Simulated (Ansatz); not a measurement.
Name a neutral molecule of Al, C, Cl, F and H with size of the dipole moment (PBE/def2-TZVPP) between 1.55 and 1.85 D and LUMO energy (PBE/def2-TZVPP) between -2.05 and -1.75 eV (Ansatz, PBE0-D4/def2-TZVP geometry).

`[F][AlH][CH2]CCl` (1.58 D, -1.93 eV). Other molecules can fit too; these were computed, each in one conformer that needn't be the lowest.
